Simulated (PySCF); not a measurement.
# How many f electrons in TmS?

Unrestricted PBE0; PySCF, spin-free X2C with a Gaussian nucleus, basis sets Tm x2c-SVPall, S x2c-SVPall. The search starts from ions with several 4f fillings and holds each by maximum overlap.

The lowest solution has 2Ms+1 = 2, about 12.7 4f electrons, near 2.33 Å.

The lowest solution of each spin and filling, followed along the bond (rough minima from three points):

```csv
2Ms+1,4f population,⟨S²⟩ at the start,R at minimum (Å),Te (eV)
2,12.71,1.03,2.33,0.00
4,12.15,3.75,2.30,0.39
2,12.18,1.76,2.32,0.69
```

Solutions at the starting distance of 2.263 Å, counted from the lowest; the search is not exhaustive:

```csv
2Ms+1,4f population,E (eV),⟨S²⟩,⟨Lz²⟩,μ (D)
2,12.71,0.00,1.03,4.0,-7.78
2,12.60,0.07,1.16,6.7,-7.46
4,12.15,0.36,3.75,6.4,-6.14
4,12.12,0.40,3.75,6.4,-6.27
4,12.12,0.45,3.75,9.0,-6.37
4,12.18,0.61,3.75,9.9,-6.09
2,12.18,0.68,1.76,9.9,-6.03
2,12.20,0.70,1.76,8.0,-5.98
2,12.55,1.25,1.76,5.0,-5.02
4,12.85,1.85,3.76,4.0,-3.04
4,12.91,2.09,3.76,1.4,-2.98
```

Partly filled real f orbitals mix terms, so no term symbols are given. A population far from a whole number shows f orbitals mixing with d and ligand orbitals, not a clean configuration. A positive dipole means Tm(−)S(+).

Spin–orbit coupling is left out. Counting both spins, an empty level lies below a filled one in some of these solutions, because spin and occupation are held. With d or f electrons several states lie close, and the lowest PBE0 determinant need not be the measured ground state.
